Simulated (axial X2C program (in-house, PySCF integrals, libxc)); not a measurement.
# Low determinants of AlCu at the PBE0 level, spin-free

All values were computed with an axial X2C code built on PySCF integrals. Spin-free means the one-electron spin-free X2C Hamiltonian. Basis: Cu dyall-cv3z [9s9p6d3f2g], Al dyall-v3z [8s8p2d1f] (cores contracted in-house); Gaussian nuclei, density fitting, unrestricted open shells. Masses: Cu 62.930 u, Al 26.982 u.

Search at 2.380 Å (vertical energies from the lowest determinant):

```json
{"ΔE (eV)": "0.00", "state": "M_S = 0, Λ = 0", "electrons beyond evenly filled partner blocks": "closed shell", "electrons in σ, π, δ, φ": "22 16 4 0"}
{"ΔE (eV)": "1.11", "state": "M_S = 1, Λ = 1", "electrons beyond evenly filled partner blocks": "σα, π+α", "electrons in σ, π, δ, φ": "21 17 4 0"}
{"ΔE (eV)": "1.34", "state": "M_S = 0, Λ = 1", "electrons beyond evenly filled partner blocks": "σα, π+β", "electrons in σ, π, δ, φ": "21 17 4 0"}
{"ΔE (eV)": "2.05", "state": "M_S = 1, Λ = 0", "electrons beyond evenly filled partner blocks": "2 × σα", "electrons in σ, π, δ, φ": "22 16 4 0"}
{"ΔE (eV)": "3.08", "state": "M_S = 1, Λ = 0", "electrons beyond evenly filled partner blocks": "π+α, π-α", "electrons in σ, π, δ, φ": "20 18 4 0"}
{"ΔE (eV)": "3.46", "state": "M_S = 1, Λ = 1", "electrons beyond evenly filled partner blocks": "π-α, δ+α, δ+β, δ-α", "electrons in σ, π, δ, φ": "22 17 3 0"}
{"ΔE (eV)": "3.48", "state": "M_S = 0, Λ = 3", "electrons beyond evenly filled partner blocks": "π+α, δ+α, δ+β, δ-β", "electrons in σ, π, δ, φ": "22 17 3 0"}
```

Lowest determinant, M_S = 0, Λ = 0 (closed shell): Re = 2.365 Å, ωe = 285.7 cm⁻¹.

The determinant in row 2 of the search, M_S = 1, Λ = 1 (beyond evenly filled blocks: σα, π+α), was followed along the bond at PBE0; measured from the minimum of the lowest determinant it gives:

Te = 1.090 eV (8788 cm⁻¹), Re = 2.295 Å, ωe = 287.6 cm⁻¹.

Compare the bond of the determinant in row 2 with that of the lowest one.

At PBE0 its Re is 0.070 Å shorter and its force constant, which goes as ωe², is 1.01 times that of the lowest determinant. T0 ≈ Te + Δωe/2 = 8788 + (1) = 8789 cm⁻¹.

The search compares states at one distance, so a state with another bond length can lie lower; it is not exhaustive and yields mostly the lowest determinant of each block pattern, so other components and higher states of one pattern are missing. These are energies of single determinants, not of spin-adapted states; PBE0 term energies can be off by some tenths of an eV, and the functional has no current term.
